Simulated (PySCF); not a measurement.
# Structure from NMR data

An unknown has the formula C6H2F4. Its calculated NMR data are:

¹H NMR (400 MHz, computed): δ 7.01 (m, 2H).

¹³C{¹H} NMR (computed): δ 166.5, 162.2, 147.0, 107.5.

How the numbers were obtained: NMR shieldings at PBE0/pcSseg-1/GIAO, coordinates at the GFN2-xTB level, in PySCF 2.14 (fast rotation and ring inversion assumed for equivalent nuclei, single conformer, relativity neglected, gas phase).

Referencing at the same level of theory: TMS for ¹H, ¹³C.

Problem. Propose a structure and justify it.

Solution. 
1. The formula gives 4 degrees of unsaturation (1 ring in the answer).
2. 4 carbon signals for 6 carbons: some carbons are equivalent by symmetry or fast rotation.
3. Carbon types of the structure: 4 × C, 2 × CH, which accounts for all hydrogens.
4. δC 166.5, 162.2, 147.0: aromatic carbon bearing fluorine; the electronegative substituent deshields the carbon that carries it.
5. δC 107.5: aromatic CH.
6. δH 7.01: hydrogen on an aromatic CH; aromatic region.

Structure: 1,2,3,5-tetrafluorobenzene (F-1,3) (Fc1cc(F)c(F)c(F)c1).

This is the structure that produced the data.

Splittings by ¹⁹F in the carbon and heteronuclear signals aren't shown, as no couplings were computed. Shifts are as computed. Against solution values, carbons near 30 ppm lie about +3 ppm off and those near 130 ppm about +5 ppm. Of 1211 compounds with measured shifts, 218 miss one by over three times the rms of a fit or turn the order of signals round; such compounds aren't used in these exercises.
